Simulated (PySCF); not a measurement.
Compound: C6H10O.
Numbering: `[CH2:1]=[CH:2][CH2:3][C:4]1([OH:5])[CH2:6][CH2:7]1`

Cartesian coordinates in Å at the GFN2-xTB level; atoms count from 1:
```
atom  x, y, z in Å
C1     2.4138   -1.1703   -0.0738
C2     1.2416   -0.7680   -0.5293
C3     0.6243    0.5614   -0.2191
C4    -0.5659    0.3751    0.7136
O5    -0.2101   -0.0554    1.9953
C6    -1.8728   -0.1099    0.1455
C7    -1.7353    1.3035    0.6467
H8     3.0336   -0.5323    0.5357
H9     2.8130   -2.1444   -0.3014
H10    0.6336   -1.4283   -1.1350
H11    1.3539    1.2124    0.2679
H12    0.2843    1.0385   -1.1396
H13    0.3108   -0.8639    1.9142
H14   -1.9465   -0.2718   -0.9190
H15   -2.4563   -0.7954    0.7404
H16   -2.2147    1.5527    1.5796
H17   -1.7144    2.1081   -0.0718
```

NICS is the negative of the GIAO shielding at a point without a nucleus: at the ring centre (0) and 1 Å above and below it (1); zz is the component along the ring normal. Level: GIAO PBE0/pcSseg-1 (PySCF, non-relativistic, gas phase) on the GFN2-xTB geometry, one conformer.

Ring bond lengths (Å), with Mayer bond orders in brackets: C4–C6 1.505 (0.92), C6–C7 1.506 (0.96), C7–C4 1.495 (0.95).

Problem. What do the NICS probes read (ppm)?

Solution. 
| ring | type | NICS(0) | NICS(1), two faces | NICS(1)zz, two faces | rms pucker (Å) | centre to ring atoms, mean (Å) |
| --- | --- | --- | --- | --- | --- | --- |
| C4–C6–C7 | 3-membered carbocycle; formal bonds all single | -40.8 | -8.7 / -6.7 | -21.4 / -17.1 | 0.00 | 0.87 |

Problem. What do they say, and how far can they be read as aromaticity?

Solution. 
- C4–C6–C7: mean NICS(1)zz -19.2 ppm, shielded. C4, C6, C7 have four or more neighbours, so the value isn't read as a sign of a π ring current. The two faces differ by 4.3 ppm, so no symmetry operation interchanges them. NICS(0) lies 33 ppm below the mean NICS(1).

Problem. At the first NICS(1) probe listed for ring C4–C6–C7, 1 Å off the ring, how large is the induced field along the normal in 7.05 T applied along it?

Solution. NICSzz × B0 = -21.4 ppm × 7.05 T = -151 μT, against the applied field.

Problem. What are the shieldings of the ring atoms and their hydrogens in the same run (means over atoms taken as equivalent)?

Solution. 
| atoms | environment | σ isotropic (ppm) | principal values of the symmetric part, first atom (ppm) |
| --- | --- | --- | --- |
| C4 | carbinol carbon (C–OH) | 130.8 | 97.0, 108.3, 187.0 |
| C6 (×2) | three-membered-ring carbon | 172.4 | 138.6, 174.1, 205.1 |
| H14 (×2) | methylene hydrogen | 31.33 | 26.2, 28.2, 39.8 |
| H15 (×2) | methylene hydrogen | 30.87 | 26.2, 27.8, 39.3 |
